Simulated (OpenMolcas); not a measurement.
Setting up triplet GeClF in OpenMolcas

The species is GeClF (3 atoms), meant as a triplet with charge 0. SMILES of the parent species: `[F][Ge][Cl]`. The shape is that of a PBE0-D4/def2-TZVP optimisation. That shape belongs to the parent species and isn't relaxed for this state.

| atom | x (Å) | y (Å) | z (Å) |
| --- | --- | --- | --- |
| F | 0.1104 | 1.4187 | 0.2062 |
| Ge | -0.7628 | 0.0356 | -0.4103 |
| Cl | 0.6416 | -1.5191 | 0.1910 |

Settings wanted:

```yaml
method: DFT
reference: UKS
symmetry: none
basis_set: def2-TZVP
task: energy
functional: B3LYP
dispersion: none
nucleus: point
integration_grid: UltraFine
SCF_convergence_threshold: 1e-10
```

Q: Give an OpenMolcas 26.06 job that does this.

A: This one ran through:

calc.input:
```
>>> EXPORT MOLCAS_PRINT=2
&GATEWAY
BasLib
$CurrDir
Coord
3
angstrom
F        0.110400       1.418700       0.206200
Ge      -0.762800       0.035600      -0.410300
Cl       0.641600      -1.519100       0.191000
Basis
def2-TZVP
Group
NoSym
&SEWARD
GridInput
Grid=UltraFine
End of Grid
&SCF
UHF
Spin
3
KSDFT
B3LYP
Thresholds
1e-10 1e-07 1e-07 1e-05
PrOrbitals
1
```

```bash
$ export MOLCAS_MEM=1860
$ pymolcas calc.input > calc.log
```

(Basis files named in the input come from the Basis Set Exchange and aren't shown.)

Calculated total energy: -2637.13224 Eh.
